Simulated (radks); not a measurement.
Spherical quantum dot in the effective-mass picture: electrons in a hard-walled sphere of radius 4.03, all in effective atomic units (hartree* = m*/eps^2 hartree, bohr* = eps/m* bohr), one dielectric constant everywhere. Calculated with a radial shooting solver with Libxc functionals: non-relativistic Kohn-Sham, PBEsol, spin-polarised, spherical densities. Levels are named by radial order and angular momentum (1s, 1p, 1d, 2s, ...), and open shells are averaged over m. Results are scaled to m* = 0.11 and eps = 7.1, for which hartree* = 59.38 meV and bohr* = 3.416 nm.

N = 13, configuration 1s2 1p6 1d(up 5, down 0). This is the lowest configuration that the search found. Occupied and some empty levels:

| level | occupation | eigenvalue (meV) | <r> (nm) |
|---|---|---|---|
| 1s up | 1 | 260.69 | 8.861 |
| 1s down | 1 | 265.04 | 8.741 |
| 1p up | 3 | 271.39 | 9.331 |
| 1p down | 3 | 276.13 | 9.274 |
| 1d up | 5 | 289.12 | 9.708 |
| 1d down | 0 | 294.13 | 9.678 |
| 1f up | 0 | 312.90 | 10.01 |
| 1f down | 0 | 318.08 | 9.996 |
| 2s up | 0 | 323.19 | 6.293 |
| 2s down | 0 | 324.89 | 6.290 |
| 2p up | 0 | 355.33 | 7.260 |
| 2p down | 0 | 357.92 | 7.236 |

Energy (meV): total 2028.25, kinetic 636.98, external 0, Hartree 1670.2, exchange-correlation -278.94.

Electron density:

| r (nm) | n(r) (e/nm^3) |
|---|---|
| 0.726 | 0.0001938 |
| 1.41 | 0.0002254 |
| 2.10 | 0.0002815 |
| 2.78 | 0.0003673 |
| 3.47 | 0.0004883 |
| 4.15 | 0.0006512 |
| 4.84 | 0.0008593 |
| 5.52 | 0.001111 |
| 6.21 | 0.001400 |
| 6.90 | 0.001707 |
| 7.58 | 0.001997 |
| 8.27 | 0.002224 |
| 8.95 | 0.002332 |
| 9.64 | 0.002268 |
| 10.3 | 0.002005 |
| 11.0 | 0.001556 |
| 11.7 | 0.001002 |
| 12.4 | 0.0004786 |
| 13.1 | 0.0001238 |
| 13.8 | 2.691e-07 |
